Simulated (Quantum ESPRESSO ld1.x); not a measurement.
The run below uses ld1.x (Quantum ESPRESSO 7.5).

```
 &input
    zed=43.0,
    iswitch=1,
    rel=1,
    lsd=1,
    dft='PZ',
    config='[Kr] 4d4 5p2',
    verbosity='high',
    prefix='ld1',
    max_out_wfc=37,
    file_charge='ld1.rho',
 /
```

Command: `OMP_NUM_THREADS=1 ld1.x < ld1.in > ld1.out`

Output:

```
     Program LD1 v.7.5 starts

     --------------------------- All-electron run ----------------------------

     scalar relativistic calculation

     atomic number is 43.00
     dft =PZ   lsd =1 sic =0 latt =0  beta=0.20 tr2=1.0E-14
     Exchange-correlation= PZ
                           (   1   1   0   0   0   0   0)
     mesh =2047 r(mesh) = 100.16310 a.u. xmin = -8.00 dx = 0.00800
     1 Ry =  13.60569312 eV, c = 137.03599908

     n l     nl                  e(Ry)          e(Ha)          e(eV)
     1 0     1S 1( 1.00)   -1532.754023376    -766.377011688 -20854.1808751
     2 0     2S 1( 1.00)    -219.634666991    -109.817333496  -2988.2818783
     2 1     2P 1( 3.00)    -196.817816369     -98.408908185  -2677.8428107
     3 0     3S 1( 1.00)     -39.066917526     -19.533458763   -531.5324911
     3 1     3P 1( 3.00)     -31.580583905     -15.790291952   -429.6757333
     4 0     4S 1( 1.00)      -6.473648963      -3.236824481    -88.0784812
     4 1     4P 1( 3.00)      -4.405957912      -2.202978956    -59.9461113
     3 2     3D 1( 5.00)     -19.429732775      -9.714866387   -264.3549816
     4 2     4D 1( 4.00)      -1.491523943      -0.745761972    -20.2932171
     5 1     5P 1( 2.00)      -0.711508610      -0.355754305     -9.6805678
     1 0     1S 2( 1.00)   -1532.750889975    -766.375444988 -20854.1382430
     2 0     2S 2( 1.00)    -219.593004873    -109.796502436  -2987.7150363
     2 1     2P 2( 3.00)    -196.784112372     -98.392056186  -2677.3842444
     3 0     3S 2( 1.00)     -39.035479167     -19.517739584   -531.1047505
     3 1     3P 2( 3.00)     -31.546309680     -15.773154840   -429.2094087
     4 0     4S 2( 1.00)      -6.277100253      -3.138550126    -85.4042997
     4 1     4P 2( 3.00)      -4.197348884      -2.098674442    -57.1078408
     3 2     3D 2( 5.00)     -19.384858978      -9.692429489   -263.7444425
     4 2     4D 2( 0.00)      -1.263881815      -0.631940907    -17.1959881
     5 1     5P 2( 0.00)      -0.533510671      -0.266755336     -7.2587825

     final scf error:  5.0E-15 reached in  30 iterations

     Etot =   -8561.182505 Ry,   -4280.591253 Ha, -116480.821933 eV
     Total magnetization:    6.00 Bohr mag.

     Ekin =    8837.767471 Ry,    4418.883735 Ha,  120243.952096 eV
     Encl =  -20600.575984 Ry,  -10300.287992 Ha, -280285.114991 eV
     Eh   =    3448.622898 Ry,    1724.311449 Ha,   46920.904853 eV
     Exc  =    -246.996890 Ry,    -123.498445 Ha,   -3360.563891 eV

     normalization and overlap integrals

     s(1S/1S) =  1.000000  <r> =   0.0343  <r2> =    0.0016  r(max) =   0.0223
     s(1S/2S) = -0.009480
     s(1S/3S) = -0.003847
     s(1S/4S) = -0.001610
     s(2S/2S) =  1.000000  <r> =   0.1498  <r2> =    0.0264  r(max) =   0.1268
     s(2S/3S) = -0.002327
     s(2S/4S) = -0.000942
     s(2P/2P) =  1.000000  <r> =   0.1304  <r2> =    0.0208  r(max) =   0.1005
     s(2P/3P) = -0.001903
     s(2P/4P) = -0.000707
     s(2P/5P) = -0.000230
     s(3S/3S) =  1.000000  <r> =   0.4162  <r2> =    0.1984  r(max) =   0.3734
     s(3S/4S) = -0.000606
     s(3P/3P) =  1.000000  <r> =   0.4170  <r2> =    0.2023  r(max) =   0.3645
     s(3P/4P) = -0.000498
     s(3P/5P) = -0.000159
     s(4S/4S) =  1.000000  <r> =   1.0532  <r2> =    1.2564  r(max) =   0.9444
     s(4P/4P) =  1.000000  <r> =   1.1620  <r2> =    1.5448  r(max) =   1.0231
     s(4P/5P) = -0.000089
     s(3D/3D) =  1.000000  <r> =   0.3994  <r2> =    0.1915  r(max) =   0.3106
     s(3D/4D) = -0.000292
     s(4D/4D) =  1.000000  <r> =   1.5722  <r2> =    2.9417  r(max) =   1.2496
     s(5P/5P) =  1.000000  <r> =   3.4082  <r2> =   13.1245  r(max) =   2.9886
     s(1S/1S) =  1.000000  <r> =   0.0343  <r2> =    0.0016  r(max) =   0.0223
     s(1S/2S) = -0.009481
     s(1S/3S) = -0.003847
     s(1S/4S) = -0.001620
     s(2S/2S) =  1.000000  <r> =   0.1498  <r2> =    0.0264  r(max) =   0.1268
     s(2S/3S) = -0.002327
     s(2S/4S) = -0.000948
     s(2P/2P) =  1.000000  <r> =   0.1304  <r2> =    0.0208  r(max) =   0.1005
     s(2P/3P) = -0.001903
     s(2P/4P) = -0.000712
     s(2P/5P) = -0.000208
     s(3S/3S) =  1.000000  <r> =   0.4161  <r2> =    0.1983  r(max) =   0.3734
     s(3S/4S) = -0.000610
     s(3P/3P) =  1.000000  <r> =   0.4168  <r2> =    0.2021  r(max) =   0.3645
     s(3P/4P) = -0.000502
     s(3P/5P) = -0.000144
     s(4S/4S) =  1.000000  <r> =   1.0490  <r2> =    1.2467  r(max) =   0.9444
     s(4P/4P) =  1.000000  <r> =   1.1566  <r2> =    1.5310  r(max) =   1.0149
     s(4P/5P) = -0.000081
     s(3D/3D) =  1.000000  <r> =   0.3991  <r2> =    0.1911  r(max) =   0.3106
     s(3D/4D) = -0.000294
     s(4D/4D) =  1.000000  <r> =   1.5692  <r2> =    2.9423  r(max) =   1.2396
     s(5P/5P) =  1.000000  <r> =   3.7018  <r2> =   15.6678  r(max) =   3.1106

     ------------------------ End of All-electron run ------------------------
```

Run on one thread of a shared host, so times are rough (Intel(R) Xeon(R) Processor @ 2.60GHz): 0.51 s of CPU time, 1.9 s wall, 30 iterations on 2047 mesh points.
